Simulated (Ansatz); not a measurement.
A made-up structure of CH$_{3}$OSe (charge +1), closed shell:

```
6
angstrom
O -1.0023 -0.3539 -0.0230
C 0.1425 0.0557 -0.4112
Se 1.4618 0.5070 0.7300
H -1.6164 -0.5615 -0.7496
H 0.3586 0.1459 -1.4774
H 0.7825 -0.7748 -0.2554
```

It is relaxed with PBE-D4/def2-SVP and then PBE0-D4/def2-TZVP (Ansatz 0.2.0). Atoms count as bonded within 1.22 times the sum of their covalent radii (H–H: 0.88 Å). The end point is not checked to be a true minimum.

Question: Does its bonding change? (Judge from chemistry; the calculation decides.)

Answer: The calculation gives: Yes. Formed: none; broken: C2–H6.

Where it ends: The first stage lowers the energy by 2.74 eV in 14 steps. It ends as CH₃OSe ([OH][CH][SeH]), total charge +1:
```xyz
6
angstrom
O -1.3343 0.0216 -0.1125
C -0.1148 -0.1628 -0.4389
Se 1.1621 -0.0675 0.8361
H -1.9610 -0.0457 -0.8540
H 0.1483 -0.3750 -1.4756
H 2.2265 -0.3521 -0.1415
```

Labels in which every atom is bracketed show which atoms are joined, not bond orders.

For scale, one of the runs: PBE0-D4/def2-TZVP relaxation, 128 basis functions, launched by `ansatz run in.yaml --threads 2 --pin off --events-out ev --progress --plain --max-ram 4352MiB`. Hardware: 2 CPU threads of an Arm Neoverse V1, shared host. Wall time about 18 s.
